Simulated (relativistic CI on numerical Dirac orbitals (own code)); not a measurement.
Sensitivity of the levels of Pd+ to α and to the nuclear radius

Calculated at this level of theory: Dirac-Coulomb-Breit CI, KLI orbitals optimised for each configuration, valence Slater integrals scaled by 0.85, P86 correlation energy added to each configuration, derivatives by finite differences, QED left out (own radial code, finite nucleus).

Configurations in the expansion (outside the closed core [Kr]): 4d⁹, 4d⁸5s, 4d⁸5p, 4d⁷5s², 4d⁸5d, 4d⁷5s5p, 4d⁸4f, 4d⁸5f. Levels of other configurations are missing.

With x = (α/α₀)² − 1 an excitation energy changes as ω = ω₀ + qx; K = 2q/ω₀ is the relative enhancement. Terms are leading LS components, so labels can repeat. The field-shift factor is F = δν/δ⟨r²⟩ for the transition from the lowest level.

Lowest level 4d⁹ ²D5/2.

```
        Level  ω₀ (cm⁻¹)  q (cm⁻¹)  F (GHz/fm²)
    4d⁹ ²D3/2     3287.1      3136       0.0694
  4d⁸5s ⁴F9/2    25236.5     -9853         5.56
  4d⁸5s ⁴F7/2    27229.2     -8141         5.55
  4d⁸5s ⁴F5/2    28927.4     -6456          5.6
  4d⁸5s ⁴F3/2    29941.5     -5802         5.61
  4d⁸5s ²F7/2    33552.9     -7567         4.83
  4d⁸5s ²F5/2    35764.7     -7698         5.02
  4d⁸5s ⁴P5/2    37787.8     -7478          5.4
  4d⁸5s ⁴P3/2    38922.2     -8213          5.5
  4d⁸5s ⁴P1/2    40166.5     -7091         5.66
  4d⁸5s ²D3/2    40887.0     -6410         5.48
  4d⁸5s ²D5/2    42172.0     -4663         5.42
  4d⁸5s ²G9/2    45502.3     -7349         5.48
  4d⁸5s ²G7/2    45615.9     -7188         5.47
  4d⁸5s ²P3/2    46063.9     -6327         5.25
  4d⁸5s ²P1/2    46657.1     -6561         5.23
 4d⁸5p ⁴D°7/2    62634.7     -6335        0.959
 4d⁸5p ⁴G°9/2    65118.1     -6357        0.909
 4d⁸5p ⁴D°5/2    65155.7     -3950        0.973
4d⁸5p ⁴G°11/2    65898.1     -4619         0.84
 4d⁸5p ⁴G°7/2    67107.6     -4218        0.929
 4d⁸5p ⁴F°9/2    67124.5     -4699        0.899
 4d⁸5p ⁴D°3/2    67157.8     -1846            1
```

For a near-neutral ion this model can misplace configurations by up to about 10,000 cm⁻¹ (more where the count of f electrons changes) and terms by 10 to 25 % of their spread. Rates follow the energies as ν³ (E1, M1) or ν⁵ (E2), so they and the lifetimes can be off by large factors. The fine structure of a lone outer electron comes out too small, for d and f at times inverted, and misplaced configurations move strength between like terms.

Task: Which transition from the lowest level has the largest |K|?

Result: 4d⁹ ²D3/2 at 3287.1 cm⁻¹, K = 1.91.
